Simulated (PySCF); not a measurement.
PySCF job for C3H4Cl2, SMILES C1CC1(Cl)Cl, ωB97X-D3(BJ)/def2-SVP. Coordinates come from a ωB97X-D3(BJ)/def2-SVP optimisation.

```python
import numpy as np
from pyscf import gto, scf, dft, df
from pyscf.hessian import thermo

mol = gto.M(
    atom='''
    Cl    1.46501212    0.00000000   -0.76690544
    C     0.00000000   -0.00000000    0.20087482
    Cl   -1.46501214    0.00000000   -0.76690541
    C     0.00000002    0.75713484    1.48753068
    C     0.00000002   -0.75713483    1.48753068
    H    -0.92512922    1.27471071    1.75479186
    H     0.92512925    1.27471071    1.75479184
    H    -0.92512922   -1.27471071    1.75479186
    H     0.92512925   -1.27471071    1.75479184
    ''',
    basis='def2-SVP',
    charge=0,
    spin=0,
    max_memory=1600,
    verbose=3,
)
mf = dft.RKS(mol, xc='wb97x-d3bj').density_fit(auxbasis='def2-universal-jkfit')
mf.grids.level = 3
mf.conv_tol = 1e-11
mf.max_cycle = 100
mf.kernel()

# [left out here: the lines that compute and print the analytic Hessian (its translational invariance restored by hand, since the grid's response is missing), thermochemistry and intensities]
```

Output:

```
converged SCF energy = -1036.79036720941

WARN: DFTD3 does not support analytical Hessian, using finite difference


WARN: Mole.unit (angstrom) is changed to Bohr

Mode                                 0                   1                   2
Irrep
Freq [cm^-1]                      277.0443            300.8640            303.3998
Reduced mass [au]                  15.1790              3.8860              2.0933
Force const [Dyne/A]                0.6864              0.2072              0.1135
Char temp [K]                     398.6050            432.8763            436.5248
Normal mode                   x     y     z       x     y     z       x     y     z
       0  Cl                 0.09  0.00  0.04    0.03 -0.00 -0.07   -0.00 -0.04  0.00
       1   C                -0.00 -0.00 -0.07    0.07 -0.00 -0.00   -0.00 -0.00 -0.00
       2  Cl                -0.09 -0.00  0.04    0.03  0.00  0.07   -0.00  0.04 -0.00
       3   C                 0.00  0.00 -0.08   -0.11  0.00 -0.00   -0.13 -0.00 -0.00
       4   C                 0.00 -0.00 -0.08   -0.11 -0.00 -0.00    0.13 -0.00  0.00
       5   H                -0.00  0.00 -0.08   -0.14  0.03 -0.18   -0.26 -0.20 -0.06
       6   H                 0.00  0.00 -0.08   -0.14 -0.03  0.18   -0.26  0.20  0.06
       7   H                -0.00 -0.00 -0.08   -0.14 -0.03 -0.18    0.26 -0.20  0.06
       8   H                 0.00 -0.00 -0.08   -0.14  0.03  0.18    0.26  0.20 -0.06
Mode                                 3                   4                   5
Irrep
Freq [cm^-1]                      411.9949            526.7494            750.9724
Reduced mass [au]                   4.2159              8.5083              1.5551
Force const [Dyne/A]                0.4216              1.3909              0.5167
Char temp [K]                     592.7689            757.8751           1080.4821
Normal mode                   x     y     z       x     y     z       x     y     z
       0  Cl                 0.00 -0.04 -0.00    0.07  0.00 -0.05    0.04  0.00 -0.03
       1   C                 0.00  0.18 -0.00    0.00 -0.00  0.05   -0.14 -0.00 -0.00
       2  Cl                 0.00 -0.04  0.00   -0.07  0.00 -0.05    0.04  0.00  0.03
       3   C                -0.00  0.03  0.12    0.00 -0.01  0.11   -0.02 -0.00  0.00
       4   C                 0.00  0.03 -0.12    0.00  0.01  0.11   -0.02  0.00  0.00
       5   H                -0.00 -0.02  0.21    0.00 -0.02  0.13   -0.10 -0.28  0.26
       6   H                 0.00 -0.02  0.21   -0.00 -0.02  0.13   -0.10  0.28 -0.26
       7   H                 0.00 -0.02 -0.21    0.00  0.02  0.13   -0.10  0.28  0.26
       8   H                -0.00 -0.02 -0.21   -0.00  0.02  0.13   -0.10 -0.28 -0.26
Mode                                 6                   7                   8
Irrep
Freq [cm^-1]                      785.9826            920.8291            958.8352
Reduced mass [au]                   1.4161              1.1834              2.5195
Force const [Dyne/A]                0.5154              0.5912              1.3648
Char temp [K]                    1130.8540           1324.8680           1379.5504
Normal mode                   x     y     z       x     y     z       x     y     z
       0  Cl                 0.03 -0.00 -0.01   -0.00 -0.01 -0.00   -0.01  0.00  0.01
       1   C                -0.13  0.00 -0.00    0.00 -0.00 -0.00    0.00 -0.00 -0.14
       2  Cl                 0.03  0.00  0.01   -0.00  0.01  0.00    0.01  0.00  0.01
       3   C                -0.04 -0.00  0.00   -0.08  0.00  0.00    0.00 -0.13  0.01
       4   C                -0.04 -0.00  0.00    0.08  0.00 -0.00   -0.00  0.13  0.01
       5   H                 0.19  0.34  0.13    0.10  0.09  0.44    0.00 -0.22  0.19
       6   H                 0.19 -0.34 -0.13    0.10 -0.09 -0.44   -0.00 -0.22  0.19
       7   H                 0.19 -0.34  0.13   -0.10  0.09 -0.44    0.00  0.22  0.19
       8   H                 0.19  0.34 -0.13   -0.10 -0.09  0.44   -0.00  0.22  0.19
Mode                                 9                  10                  11
Irrep
Freq [cm^-1]                     1020.9743           1081.3027           1098.8617
Reduced mass [au]                   4.3186              1.5947              1.5905
Force const [Dyne/A]                2.6523              1.0986              1.1315
Char temp [K]                    1468.9547           1555.7539           1581.0173
Normal mode                   x     y     z       x     y     z       x     y     z
       0  Cl                 0.00  0.00 -0.00   -0.00 -0.00  0.00    0.00  0.00 -0.00
       1   C                 0.00 -0.20  0.00    0.00 -0.00 -0.04    0.00  0.03  0.00
       2  Cl                -0.00  0.00 -0.00    0.00 -0.00  0.00   -0.00  0.00 -0.00
       3   C                 0.00  0.09  0.08   -0.00 -0.10  0.08    0.00  0.02 -0.13
       4   C                -0.00  0.09 -0.08   -0.00  0.10  0.08   -0.00  0.02  0.13
       5   H                -0.01  0.01  0.20    0.01  0.14 -0.36    0.00 -0.21  0.33
       6   H                 0.01  0.01  0.20   -0.01  0.14 -0.36   -0.00 -0.21  0.33
       7   H                 0.01  0.01 -0.20    0.01 -0.14 -0.36   -0.00 -0.21 -0.33
       8   H                -0.01  0.01 -0.20   -0.01 -0.14 -0.36    0.00 -0.21 -0.33
Mode                                12                  13                  14
Irrep
Freq [cm^-1]                     1169.6853           1177.7853           1310.9959
Reduced mass [au]                   1.9450              1.2698              2.1838
Force const [Dyne/A]                1.5679              1.0378              2.2114
Char temp [K]                    1682.9167           1694.5708           1886.2312
Normal mode                   x     y     z       x     y     z       x     y     z
       0  Cl                -0.01  0.00  0.00    0.00  0.00 -0.00   -0.01 -0.00  0.01
       1   C                 0.19  0.00  0.00   -0.00  0.00  0.00    0.00 -0.00 -0.19
       2  Cl                -0.01 -0.00 -0.00    0.00 -0.00  0.00    0.01  0.00  0.01
       3   C                -0.06 -0.00 -0.00    0.10 -0.00  0.00   -0.00  0.07  0.05
       4   C                -0.06  0.00 -0.00   -0.10 -0.00 -0.00   -0.00 -0.07  0.05
       5   H                 0.04  0.02  0.34   -0.05 -0.39  0.20    0.12  0.27  0.13
       6   H                 0.04 -0.02 -0.34   -0.05  0.39 -0.20   -0.12  0.27  0.13
       7   H                 0.04 -0.02  0.34    0.05 -0.39 -0.20    0.12 -0.27  0.13
       8   H                 0.04  0.02 -0.34    0.05  0.39  0.20   -0.12 -0.27  0.13
Mode                                15                  16                  17
Irrep
Freq [cm^-1]                     1430.0543           1499.1859           3170.3677
Reduced mass [au]                   1.0956              1.6808              1.0526
Force const [Dyne/A]                1.3202              2.2257              6.2334
Char temp [K]                    2057.5298           2156.9948           4561.4533
Normal mode                   x     y     z       x     y     z       x     y     z
       0  Cl                -0.00 -0.00  0.00    0.00 -0.00 -0.00   -0.00  0.00 -0.00
       1   C                -0.00  0.01 -0.00   -0.00 -0.00  0.10    0.00  0.00 -0.00
       2  Cl                 0.00 -0.00  0.00   -0.00  0.00 -0.00    0.00  0.00 -0.00
       3   C                 0.00  0.05  0.03    0.00 -0.10 -0.06    0.00 -0.04 -0.02
       4   C                -0.00  0.05 -0.03    0.00  0.10 -0.06   -0.00 -0.04  0.02
       5   H                -0.27 -0.34 -0.18    0.25  0.24  0.14   -0.42  0.23  0.12
       6   H                 0.27 -0.34 -0.18   -0.25  0.24  0.14    0.42  0.23  0.12
       7   H                 0.27 -0.34  0.18    0.25 -0.24  0.14    0.42  0.23 -0.12
       8   H                -0.27 -0.34  0.18   -0.25 -0.24  0.14   -0.42  0.23 -0.12
Mode                                18                  19                  20
Irrep
Freq [cm^-1]                     3174.4353           3273.5366           3279.7967
Reduced mass [au]                   1.0627              1.1235              1.1187
Force const [Dyne/A]                6.3094              7.0935              7.0901
Char temp [K]                    4567.3056           4709.8903           4718.8972
Normal mode                   x     y     z       x     y     z       x     y     z
       0  Cl                 0.00 -0.00  0.00    0.00  0.00 -0.00   -0.00  0.00  0.00
       1   C                 0.00  0.00  0.01   -0.00 -0.00 -0.00    0.00 -0.00 -0.00
       2  Cl                -0.00 -0.00  0.00    0.00 -0.00  0.00   -0.00 -0.00 -0.00
       3   C                 0.00 -0.04 -0.02    0.07  0.00  0.00    0.07  0.00  0.00
       4   C                 0.00  0.04 -0.02   -0.07  0.00 -0.00    0.07 -0.00  0.00
       5   H                -0.41  0.22  0.12   -0.40  0.22  0.12   -0.40  0.22  0.11
       6   H                 0.41  0.22  0.12   -0.40 -0.22 -0.12   -0.40 -0.22 -0.11
       7   H                -0.41 -0.22  0.12    0.40  0.22 -0.12   -0.40 -0.22  0.11
       8   H                 0.41 -0.22  0.12    0.40 -0.22  0.12   -0.40  0.22 -0.11
temperature 298.1500 [K]
pressure 101325.00 [Pa]
Rotational constants [GHz] 3.96931 2.87240 1.92437
Symmetry number 2
Zero-point energy (ZPE) 0.06361 [Eh]   167020.537 [J/mol]
                           tot       elec      trans        rot        vib
Entropy [J/mol/K]       304.104      0.000    167.478    107.560     29.066
Cv [J/mol/K]             73.842      0.000     12.472     12.472     48.899
Cp [J/mol/K]             82.157      0.000     20.786     12.472     48.899
Internal energy [J/mol]                      3718.434   3718.434 172802.551
Internal energy [Eh]   -1036.72172  -1036.79037
Enthalpy [J/mol]                             6197.391   3718.434 172802.551
Enthalpy [Eh]          -1036.72077
Gibbs free energy [J/mol]                  -43736.082 -28350.609 164136.552
Gibbs free energy [Eh] -1036.75531
static polarisability / bohr^3: [[52.695  0.    -0.   ]
 [ 0.    38.467 -0.   ]
 [-0.    -0.    48.483]]
largest difference of analytic and finite-field dipole derivatives / e: 0.0006261049885288861
mode   freq/cm-1   IR/(km/mol)   Raman/(A^4/amu)   depolarisation
   1      277.04         1.693             3.831            0.734
   2      300.86         0.201             1.026            0.750
   3      303.40         0.000             1.452            0.750
   4      411.99         0.045             3.035            0.750
   5      526.75        14.291            12.174            0.168
   6      750.97        33.017             9.223            0.750
   7      785.98        23.918             1.584            0.750
   8      920.83         0.000             0.053            0.750
   9      958.84         1.253             9.853            0.262
  10     1020.97        15.235             6.580            0.750
  11     1081.30        16.875             1.651            0.033
  12     1098.86         0.015             1.275            0.750
  13     1169.69        62.104             0.382            0.750
  14     1177.79         0.000             4.549            0.750
  15     1311.00        11.040            16.213            0.219
  16     1430.05         9.512             8.066            0.750
  17     1499.19        16.977             3.162            0.595
  18     3170.37         1.545            25.290            0.750
  19     3174.44         0.027           166.391            0.031
  20     3273.54         0.000            78.829            0.750
  21     3279.80         0.044            34.639            0.750
max |gradient| / (hartree/bohr): 1.4123351278440797e-05
APT charges: [-0.3163  0.6519 -0.3163 -0.0839 -0.0839  0.0372  0.0372  0.0372  0.0372]
```

The run converged.

Cost: about 4 core-minutes (a rough figure).
